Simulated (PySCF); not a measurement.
## ZrO₂: from structure and modes to constants

All numbers come from PBE0 in PySCF with Zr x2c-TZVPall, O x2c-TZVPall; spin-free X2C, no spin–orbit coupling; density-fitted integrals.

The singlet minimum has C2v symmetry. Masses (u): Zr 89.90470, O 15.99492.

```xyz
3
charge 0 multiplicity 1, angstrom
Zr   -0.2706    0.0000    0.0000
O     0.7616   -1.4250    0.0000
O     0.7616    1.4250    0.0000
```

Harmonic wavenumbers (cm⁻¹): 312.3 (a1, ×1), 888.2 (b2, ×1), 963.5 (a1, ×1).

(1) What is the harmonic zero-point energy?

(2) Find the vibrational entropy and heat capacity at 298.15 K.

(3) Give the standard entropy (298.15 K, 1 bar) by its translational, rotational, vibrational and spin parts, and Cp.

## Answers

(1) Half the sum of all 3 wavenumbers, 2164/2 = 1082 cm⁻¹, which is 12.9 kJ/mol (1 cm⁻¹ = 0.0119627 kJ/mol).

(2) With u = 1.43878 ω/T, each mode gives S = R[u/(eᵘ−1) − ln(1−e⁻ᵘ)] and C = R u² eᵘ/(eᵘ−1)².
| ω (cm⁻¹) | u | S (J/(mol K)) | C (J/(mol K)) |
| --- | --- | --- | --- |
| 312.3 | 1.507 | 5.65 | 6.90 |
| 888.2 | 4.286 | 0.61 | 2.16 |
| 963.5 | 4.649 | 0.45 | 1.75 |
The sums over all modes are S = 6.7 and C = 10.8 J/(mol K); the softest mode gives 84 % of the entropy.

(3) Sackur–Tetrode with M = 121.89 u gives 168.8; rotation with symmetry number 2 gives 92.2; vibration 6.7; spin R ln 1 = 0.0. The total is 267.7 J/(mol K), and Cp = 4 R + 10.8 = 44.1 J/(mol K).

Stability towards spin polarisation was not tested. Only a few start shapes were tried, so a lower isomer may exist.
